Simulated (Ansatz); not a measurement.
Ansatz (a first-principles code) input (B2PLYP/def2-TZVPD):

Ansatz 0.2 input:
```yaml
crystal:
  periodic: [false, false, false]
  atoms:
    - {symbol: In, position_ang: [0.31311130, -0.00154110, 0.37595852]}
    - {symbol: Cl, position_ang: [1.11286356, 0.35742091, -1.84301345]}
    - {symbol: Cl, position_ang: [-2.01536082, -0.35297892, 0.75936830]}
basis:
  gaussian:
    orbitals: def2-TZVPD
hamiltonian:
  xc: {name: B2PLYP}
magnetization: {spin_polarized: true, initial_magnetization: 1}
correlation: {electrons: outside_noble_gas}
```

End of the output:

```
integrals: 0.19 GiB planned
1050 factors; integrals over basis functions are off by at most 7.5e-4 eV
mean field: 1.02 GiB planned
mean field evaluation 1: about -30202.2641 eV, gradient 1.6e1 eV
mean field evaluation 2: about -30202.2828 eV, gradient 1.6e1 eV
mean field evaluation 4: about -30203.8559 eV, gradient 1.2e0 eV
mean field evaluation 8: about -30203.8800 eV, gradient 5.9e-2 eV
mean field evaluation 16: about -30203.8801 eV, gradient 3.1e-4 eV
mean field -30203.88009765 eV, -1109.9721206634 hartree, gradient 4.1e-6 eV, S^2 0.757608; 0 other end points of the search recorded, 0 dependent functions left out
19 core orbitals not correlated
reference -30203.88026120 eV, -1109.9721266736 hartree; 9, 8 occupied and 120, 121 virtual orbitals, 1050 factors
second order -14.02780611 eV of doubles, -0.00000000 eV of singles
Total energy: -30207.66776884 eV, -1110.1113150124 hartree
```

It need not be the lowest isomer of its formula.
